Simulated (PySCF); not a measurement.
C₃H₆BFSi.
Numbering: `[F:1][Si@@H:2]1[CH:3]=[CH:4][BH:5][CH2:6]1` (hydrogens: H7 on Si2; H8 on C3; H9 on C4; H10 on B5; H11, H12 on C6)

Method: PBE0-D3(BJ)/def2-SVP geometry optimisation, gas phase in PySCF 2.14.0; density fitting, grid level 1; the optimiser is geomeTRIC in internal coordinates, started from a GFN2-xTB structure with every atom displaced at random (about 0.01 Å).

Geometry at step 0:
```
atom  x, y, z in Å
F1     -0.3799   -2.1622    1.5886
Si2    -0.2042   -1.3454    0.1830
C3      1.3682   -0.3341    0.1735
C4      1.2082    0.9583   -0.1476
B5     -0.2922    1.2934   -0.5282
C6     -1.2965    0.2122    0.0175
H7     -0.3301   -2.3739   -0.8299
H8      2.3917   -0.7020    0.4109
H9      2.0045    1.6571   -0.1610
H10    -0.6015    2.2014   -1.1834
H11    -1.6355    0.4778    1.0312
H12    -2.1931    0.0893   -0.5636
```

Q: What forces act on the atoms?

A: 
```
atom  Fx (eV/Å)  Fy (eV/Å)  Fz (eV/Å)
  F1      0.001      0.102     -0.032
 Si2     -0.131      1.475      0.711
  C3      1.470     -1.096      0.342
  C4     -2.275     -0.023     -0.202
  B5      0.853     -1.177      1.032
  C6      0.457     -0.647      0.020
  H7     -0.063     -0.431     -0.658
  H8     -0.450     -0.025     -0.067
  H9      1.171      0.790     -0.109
 H10     -0.365      0.981     -0.739
 H11      0.135      0.081      0.213
 H12     -0.803     -0.031     -0.509
```

The largest, 2.28 eV/Å, acts on C4; the rms over all components is 0.758 eV/Å. The forces sum to zero within rounding, as they must for an isolated molecule in no field.

Q: Give the force on C4 in Eh/bohr and in nN.

A: 2.284 eV/Å ÷ 51.422 = 0.04442 Eh/bohr, and 2.284 eV/Å × 1.602 = 3.66 nN.

Q: How far is this geometry from the end of the optimisation?

A: 0.194 eV above it, and 0.088 Å rms away after alignment. The bonds farthest from their final lengths, with half the difference of the two atoms' forces along the bond (positive lengthens):

```json
{"bond": "B5–H10", "now (Å)": "1.162", "final (Å)": "1.210", "force along bond (eV/Å)": "+1.50"}
{"bond": "Si2–H7", "now (Å)": "1.449", "final (Å)": "1.490", "force along bond (eV/Å)": "+1.15"}
{"bond": "Si2–C6", "now (Å)": "1.910", "final (Å)": "1.870", "force along bond (eV/Å)": "-1.00"}
{"bond": "C4–H9", "now (Å)": "1.060", "final (Å)": "1.097", "force along bond (eV/Å)": "+1.56"}
{"bond": "C4–B5", "now (Å)": "1.584", "final (Å)": "1.561", "force along bond (eV/Å)": "-1.75"}
{"bond": "C6–H12", "now (Å)": "1.076", "final (Å)": "1.098", "force along bond (eV/Å)": "+0.63"}
```

The angle farthest from its final value is Si2–C3–C4, 115.0° against 109.5°.

Of the 6 listed bonds off by 0.010 Å or more, this force points towards the final length in 6.

What follows is the cost of the whole optimisation. Hardware: Arm Neoverse V1, one thread, shared host with 32 logical CPUs at a one-minute load of 27. Cost: 58 s of wall time, 0.50 GiB resident at most.
